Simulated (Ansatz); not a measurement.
Steps of a relaxation of C3H8AlF, SMILES `CC[CH2][AlH][F]` with RKS PBE-D4/def2-SVP.

```sh
$ ansatz run in.yaml --threads 4 --pin off --events-out ev --progress --plain --max-ram 10444MiB
```

```yaml
crystal:
  periodic: [false, false, false]
  atoms:
    - {symbol: C, position_ang: [0.964400, -1.505100, 0.915800]}
    - {symbol: C, position_ang: [0.367000, -0.056700, 0.673300]}
    - {symbol: C, position_ang: [-0.425400, 0.032400, -0.661800]}
    - {symbol: Al, position_ang: [-1.036500, 1.884100, -0.959400]}
    - {symbol: F, position_ang: [-0.303700, 2.905200, -2.204300]}
    - {symbol: H, position_ang: [0.083600, -2.179200, 0.941900]}
    - {symbol: H, position_ang: [1.642300, -1.738700, 0.091800]}
    - {symbol: H, position_ang: [1.503000, -1.475900, 1.862200]}
    - {symbol: H, position_ang: [-0.302200, 0.228000, 1.557800]}
    - {symbol: H, position_ang: [1.222500, 0.664900, 0.686800]}
    - {symbol: H, position_ang: [-1.260100, -0.675100, -0.619900]}
    - {symbol: H, position_ang: [0.299100, -0.214100, -1.478300]}
    - {symbol: H, position_ang: [-2.733800, 2.095400, -0.790900]}
basis:
  gaussian: {orbitals: def2-SVP}
hamiltonian: {xc: pbe, dispersion: d4}
relax: {f_tol: 0.03, max_steps: 200}
```

Positions (Å) and forces (eV/Å) along the path, 10 of 10 steps:

```xyz
13
step=1 energy=-12539.2166 eV
C     0.964   -1.505    0.916   -1.407    1.868   -0.166
C     0.367   -0.057    0.673    0.093   -0.741    0.532
C    -0.425    0.032   -0.662    1.555    1.010    0.702
Al   -1.036    1.884   -0.959   -1.319    0.247   -2.232
F    -0.304    2.905   -2.204   -0.529   -0.919    1.637
H     0.084   -2.179    0.942    0.373   -0.358    0.079
H     1.642   -1.739    0.092    0.265   -0.351   -0.323
H     1.503   -1.476    1.862    0.306   -0.421    0.537
H    -0.302    0.228    1.558    0.547   -0.270   -0.644
H     1.222    0.665    0.687   -0.203   -0.019   -0.032
H    -1.260   -0.675   -0.620   -0.455   -0.209   -0.292
H     0.299   -0.214   -1.478   -0.395   -0.170   -0.011
H    -2.734    2.095   -0.791    1.169    0.332    0.212
13
step=2 energy=-12539.7099 eV
C     0.953   -1.480    0.925   -0.559    0.930   -0.146
C     0.379   -0.054    0.681    0.042   -0.373    0.221
C    -0.397    0.047   -0.653    0.399    0.580    0.221
Al   -1.161    1.814   -1.092    0.341    0.541   -1.058
F    -0.283    2.915   -2.135   -0.779   -0.928    1.056
H     0.108   -2.199    0.955    0.179   -0.156    0.049
H     1.636   -1.746    0.099    0.090   -0.181   -0.069
H     1.508   -1.502    1.877    0.098   -0.206    0.180
H    -0.283    0.222    1.548    0.220   -0.061   -0.296
H     1.223    0.674    0.691   -0.089   -0.013    0.012
H    -1.250   -0.660   -0.635   -0.083   -0.177   -0.143
H     0.292   -0.227   -1.485   -0.155   -0.141   -0.018
H    -2.706    2.161   -0.760    0.294    0.184   -0.008
13
step=3 energy=-12539.7713 eV
C     0.948   -1.472    0.928   -0.390    0.659   -0.110
C     0.382   -0.052    0.676    0.040   -0.312    0.180
C    -0.393    0.050   -0.657    0.375    0.248    0.165
Al   -1.158    1.793   -1.099    0.081    0.649   -0.811
F    -0.317    2.924   -2.105   -0.467   -0.726    0.741
H     0.111   -2.201    0.960    0.125   -0.105    0.035
H     1.634   -1.751    0.107    0.065   -0.133   -0.040
H     1.502   -1.503    1.883    0.065   -0.146    0.118
H    -0.280    0.229    1.537    0.162   -0.023   -0.205
H     1.229    0.672    0.686   -0.078    0.012    0.010
H    -1.242   -0.664   -0.645   -0.058   -0.125   -0.091
H     0.287   -0.237   -1.491   -0.080   -0.113   -0.028
H    -2.683    2.177   -0.766    0.159    0.116    0.036
13
step=4 energy=-12539.8277 eV
C     0.934   -1.460    0.944   -0.001    0.015   -0.120
C     0.389   -0.057    0.660   -0.020    0.113    0.063
C    -0.363    0.060   -0.684    0.033   -0.084   -0.100
Al   -1.196    1.792   -1.134    0.135   -0.106    0.016
F    -0.375    2.923   -2.081   -0.007   -0.065    0.047
H     0.115   -2.209    0.975    0.009    0.000    0.008
H     1.639   -1.772    0.144    0.004   -0.038    0.024
H     1.478   -1.509    1.911   -0.023    0.017   -0.015
H    -0.280    0.240    1.498   -0.006    0.053    0.019
H     1.233    0.669    0.675   -0.010    0.000    0.034
H    -1.207   -0.671   -0.690    0.012   -0.033   -0.007
H     0.318   -0.269   -1.506   -0.100    0.102    0.015
H    -2.665    2.229   -0.696   -0.027    0.028    0.017
13
step=5 energy=-12539.8342 eV
C     0.929   -1.451    0.933    0.031   -0.017    0.079
C     0.377   -0.047    0.667   -0.023   -0.090   -0.079
C    -0.360    0.050   -0.687   -0.046    0.070   -0.040
Al   -1.188    1.778   -1.124    0.020   -0.047    0.004
F    -0.380    2.868   -2.124    0.013   -0.003    0.012
H     0.116   -2.207    0.958   -0.012    0.019   -0.010
H     1.642   -1.761    0.141   -0.012    0.024   -0.004
H     1.463   -1.504    1.904    0.017   -0.014    0.025
H    -0.304    0.241    1.500    0.006    0.002   -0.017
H     1.217    0.682    0.702   -0.019    0.025   -0.023
H    -1.190   -0.696   -0.710    0.037   -0.021    0.022
H     0.328   -0.242   -1.513    0.006    0.014    0.014
H    -2.629    2.253   -0.632   -0.019    0.037    0.017
13
step=6 energy=-12539.8368 eV
C     0.930   -1.449    0.939    0.002   -0.008    0.005
C     0.369   -0.052    0.657   -0.028    0.036   -0.001
C    -0.363    0.048   -0.699   -0.017   -0.121    0.041
Al   -1.196    1.770   -1.112   -0.018    0.037   -0.004
F    -0.376    2.834   -2.128    0.009    0.056   -0.026
H     0.120   -2.208    0.959    0.005    0.003    0.001
H     1.649   -1.754    0.150    0.002   -0.003    0.000
H     1.460   -1.493    1.913   -0.002   -0.001    0.004
H    -0.319    0.237    1.484    0.003   -0.004    0.006
H     1.200    0.687    0.693    0.003    0.009   -0.004
H    -1.176   -0.715   -0.730    0.012   -0.023    0.003
H     0.337   -0.229   -1.520   -0.004    0.029   -0.029
H    -2.616    2.291   -0.591    0.033   -0.010    0.003
13
step=7 energy=-12539.8385 eV
C     0.930   -1.446    0.941   -0.023    0.030    0.007
C     0.364   -0.052    0.652   -0.012    0.012    0.004
C    -0.367    0.037   -0.706   -0.003   -0.066    0.014
Al   -1.192    1.767   -1.114   -0.039    0.044    0.030
F    -0.373    2.839   -2.124    0.001    0.019   -0.012
H     0.122   -2.207    0.964    0.005   -0.006    0.000
H     1.651   -1.753    0.155    0.007   -0.003   -0.008
H     1.457   -1.483    1.916    0.005   -0.005    0.014
H    -0.327    0.237    1.478    0.011   -0.013   -0.012
H     1.191    0.691    0.686   -0.001    0.004   -0.006
H    -1.173   -0.733   -0.738    0.008   -0.003   -0.006
H     0.337   -0.227   -1.528    0.001   -0.001   -0.010
H    -2.601    2.297   -0.568    0.040   -0.011   -0.013
13
step=8 energy=-12539.8382 eV rejected
C     0.930   -1.437    0.945    0.066   -0.033   -0.004
C     0.351   -0.052    0.645    0.027   -0.072   -0.011
C    -0.373    0.021   -0.718    0.011    0.052   -0.019
Al   -1.177    1.772   -1.096   -0.026   -0.074   -0.088
F    -0.373    2.829   -2.134    0.011    0.016    0.021
H     0.133   -2.210    0.961   -0.007    0.010    0.002
H     1.662   -1.737    0.165   -0.004   -0.003    0.018
H     1.450   -1.468    1.925   -0.012    0.007   -0.019
H    -0.345    0.226    1.466   -0.038    0.042    0.015
H     1.171    0.700    0.680   -0.012   -0.005   -0.001
H    -1.176   -0.752   -0.755    0.001    0.020    0.012
H     0.334   -0.237   -1.540   -0.007    0.008    0.037
H    -2.567    2.312   -0.528   -0.009    0.031    0.037
13
step=9 energy=-12539.8393 eV
C     0.931   -1.442    0.944    0.004    0.006   -0.003
C     0.358   -0.053    0.647    0.003   -0.009    0.001
C    -0.370    0.028   -0.713    0.002   -0.008   -0.015
Al   -1.189    1.767   -1.111    0.006    0.011    0.004
F    -0.371    2.841   -2.121   -0.006   -0.005    0.004
H     0.127   -2.208    0.965    0.001   -0.001    0.002
H     1.656   -1.748    0.161    0.002   -0.002    0.003
H     1.455   -1.474    1.921   -0.002    0.002    0.000
H    -0.335    0.234    1.470   -0.006    0.006   -0.001
H     1.182    0.695    0.680   -0.006    0.000   -0.002
H    -1.175   -0.744   -0.746    0.002   -0.001    0.000
H     0.335   -0.235   -1.534   -0.004   -0.001    0.006
H    -2.584    2.304   -0.548    0.004    0.002    0.001
13
step=10 energy=-12539.8397 eV
C     0.931   -1.438    0.946    0.007   -0.004   -0.001
C     0.349   -0.054    0.642    0.009   -0.012    0.001
C    -0.373    0.019   -0.723    0.002    0.008   -0.011
Al   -1.184    1.765   -1.105    0.001    0.004   -0.011
F    -0.372    2.832   -2.128   -0.008   -0.005    0.007
H     0.134   -2.210    0.965    0.001    0.001    0.001
H     1.665   -1.741    0.169   -0.002    0.003    0.005
H     1.449   -1.463    1.927   -0.004    0.002   -0.005
H    -0.350    0.231    1.460   -0.006    0.003    0.002
H     1.168    0.699    0.676   -0.002   -0.002    0.000
H    -1.173   -0.757   -0.759   -0.001    0.005    0.001
H     0.337   -0.237   -1.541   -0.003   -0.003    0.008
H    -2.562    2.319   -0.514    0.007   -0.002    0.002
```

Run time 13 s (4 threads of an Arm Neoverse V1 on a shared host); peak host memory 0.17 GiB.
